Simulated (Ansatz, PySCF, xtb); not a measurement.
Reaction (SMILES): O=[SiH2] [oxosilane] + 2 [H][H] (H2) -> O (H2O) + [SiH4] (SiH4)
Each molecule is optimised on its own at B3LYP-D3(BJ)/def2-TZVP (Ansatz, a quantum-chemistry and plane-wave program). Frequencies are from Ansatz or PySCF.

Quantity: energy of full hydrogenation (enthalpy at 298 K, with B3LYP-D3(BJ) rigid-rotor harmonic-oscillator terms), in kcal/mol. Valence correlation only, unless marked. No spin-orbit coupling. No relativistic terms. CBS marks a two-point X^-3 extrapolation of the correlation energy; Hartree-Fock from the larger set. [CCSD(T)-MP2]/basis is that difference in the basis named.

| level | program | energy of full hydrogenation (kcal/mol) | minus last row |
|---|---|---|---|
| GFN2-xTB | xtb | 6.4 | 34.4 |
| HF/def2-SVPD | Ansatz | -46.7 | -18.7 |
| HF/cc-pV(Q+d)Z | Ansatz | -35.8 | -7.8 |
| SVWN5/def2-TZVPD | Ansatz | -33.5 | -5.5 |
| PBE-D3(BJ)/def2-TZVPD | Ansatz + dftd3 | -26.1 | 1.9 |
| BLYP/def2-TZVPD | Ansatz | -19.5 | 8.5 |
| BHLYP-D4/def2-TZVPD | Ansatz + dftd4 | -31.8 | -3.8 |
| PW6B95-D4/def2-TZVPD | PySCF + dftd4 | -27.5 | 0.5 |
| B2GP-PLYP-D3(BJ)/def2-TZVPD | Ansatz + dftd3 | -24.8 | 3.2 |
| RI-MP2/CBS(aug-cc-pV(T+d)Z,aug-cc-pV(Q+d)Z) | Ansatz | -23.7 | 4.3 |
| SCS-MP2/6-31G | Ansatz | -26.2 | 1.8 |
| SCS-MP2/cc-pV(D+d)Z | Ansatz | -27.5 | 0.5 |
| CCSD/6-31G | Ansatz | -30.3 | -2.3 |
| RI-MP2/CBS(def2-TZVPP,def2-QZVPP)+[CCSD(T)-MP2]/def2-TZVPP | Ansatz | -27.8 | 0.2 |
| CCSD(T)/CBS(def2-TZVPPD,def2-QZVPPD) | Ansatz | -28.0 | 0.0 |
